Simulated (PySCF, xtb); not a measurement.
CH5ClFNSi, SMILES [Si@H](CN)(Cl)F. Other conformers were not sampled.

Harmonic wavenumbers (cm⁻¹) from GFN2-xTB (xtb) at its own minimum, in rising order: 52, 107, 175, 211, 284, 316, 522, 637, 656, 709, 760, 812, 982, 1040, 1094, 1274, 1311, 1460, 1567, 2349, 2936, 2966, 3388, 3419.

Problem. What does B3LYP-D3(BJ)/def2-SVP run with PySCF give at its own minimum? (An estimate is asked for; the answer gives what the named calculation found.)

Solution. 77, 113, 217, 249, 299, 323, 553, 672, 731, 827, 843, 846, 917, 1076, 1080, 1270, 1360, 1419, 1635, 2261, 3031, 3082, 3491, 3572. Paired by order, the mean absolute difference is 56 cm⁻¹ and the zero-point energies are 41.5 and 42.8 kcal/mol.
